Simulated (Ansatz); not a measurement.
Reaction (hydrogenolysis of the Si–Cl bond): `F[Si](F)([SiH3])Cl` + H₂ → `F[SiH](F)[SiH3]` + HCl

Computed with Ansatz on PBE0-D4/def2-TZVP structures; ΔE is electronic, products minus reactants. CBS: MP2 limit from def2 TZ/QZ plus the TZ coupled-cluster correction, frozen cores. This one scheme is used for every species. Functionals use def2-TZVPP. HSE06 is defined as in plane-wave codes.

`F[Si](F)([SiH3])Cl`:

Z-matrix (Å, degrees):
```
Si
F 1 1.585
Si 1 2.330 2 111.5
F 1 1.585 2 106.4 3 121.7
Cl 1 2.034 2 107.7 3 -123.1
H 3 1.484 1 108.3 2 179.6
H 3 1.484 1 108.3 2 -60.9
H 3 1.484 1 109.5 2 59.3
```

H₂:

```xyz
2

H     0.110   -0.304    0.187
H    -0.110    0.304   -0.187
```

`F[SiH](F)[SiH3]`:

```xyz
8

F    -0.936    1.542    1.328
Si   -0.078    1.138    0.048
F     1.381    1.745    0.254
Si    0.059   -1.195   -0.098
H    -0.679    1.825   -1.120
H    -1.309   -1.751   -0.265
H     0.883   -1.560   -1.281
H     0.679   -1.745    1.134
```

HCl:

```xyz
2

Cl    0.074    0.160   -0.614
H    -0.074   -0.160    0.614
```

```
           level  ΔE (kcal/mol)  difference from CCSD(T)/CBS
       revPBE-D4           23.4                          1.5
      r2SCANh-D4           23.5                          1.6
        BHLYP-D4           21.7                         -0.2
    CAM-B3LYP-D4           21.1                         -0.8
         ωB97X-V           21.6                         -0.3
          B2PLYP           21.0                         -0.9
            BLYP           19.6                         -2.3
          r2SCAN           23.4                          1.5
            PBE0           20.8                         -1.1
         r2SCAN0           22.6                          0.7
           HSE06           20.8                         -1.1
CCSD(T)/def2-SVP           18.0                         -3.9
  MP2/def2-TZVPP           22.9                          1.0
   HF/def2-QZVPP           17.9                         -4.0
  MP2/def2-QZVPP           23.7                          1.8
    HF/CBS(def2)           17.9                         -4.0
     CCSD(T)/CBS           21.9                            0
```

Largest T1 diagnostic among the species: 0.013.

Leaving LDA and LC-ωPBE aside and taking each functional with its dispersion term where it has one, the values, not all of them listed here, spread over 2.8 kcal/mol, from B2PLYP to r2SCAN-D4. LDA lies +0.9 kcal/mol from PBE without D4. The D4 term adds +2.3 kcal/mol with B3LYP and +1.2 kcal/mol with PBE0; it sums over pairs of atoms, weighted by their polarisabilities, and B3LYP, whose exchange is more repulsive, gets the larger term. At CCSD(T), def2-SVP lies −4.0 kcal/mol from the extrapolated value and def2-TZVPP −1.2 kcal/mol.

B3LYP here is the variant with VWN-RPA as its local correlation; programs differ in this.
